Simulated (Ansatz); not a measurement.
Computed with Ansatz on PBE0-D4/def2-TZVP structures; ΔE is electronic, products minus reactants. CCSD(T)/CBS adds triple-zeta CCSD(T) − MP2 to the extrapolated MP2 energy (def2 sets, frozen cores). This one scheme is used for every species. Functionals use def2-TZVPP. B3LYP here is the variant with VWN-RPA as its local correlation; programs differ in this. One conformer a species, not always the lowest.

`[SiH3]O[Si]1(Cl)CO1` → `O[Si]1(Cl)CO1` + `[SiH2]`  (silylene loss)

```csv
level,ΔE (kJ/mol)
r2SCAN-D4,354.6
B3LYP-D4,336.6
ωB97X-V,346.9
B2PLYP,335.8
PBE,318.1
PBE0,332.9
B3LYP,323.0
CCSD(T)/def2-TZVPP,331.0
```

(1) What does CCSD(T)/CBS give? (Best estimate.)

Largest T1 diagnostic among the species: 0.014.

Results:

(1) The calculation gave: +338.7 kJ/mol. The listed levels differ from it by 15.9, -2.1, 8.2, -2.9, -20.6, -5.8, -15.7, -7.7 kJ/mol.

The D4 term adds +13.6 kJ/mol with B3LYP and +7.7 kJ/mol with PBE0; it sums over pairs of atoms, weighted by their polarisabilities, and B3LYP, whose exchange is more repulsive, gets the larger term. From PBE to PBE0 (25 % exact exchange), in def2-TZVPP and without D4, ΔE moves by +14.7 kJ/mol.
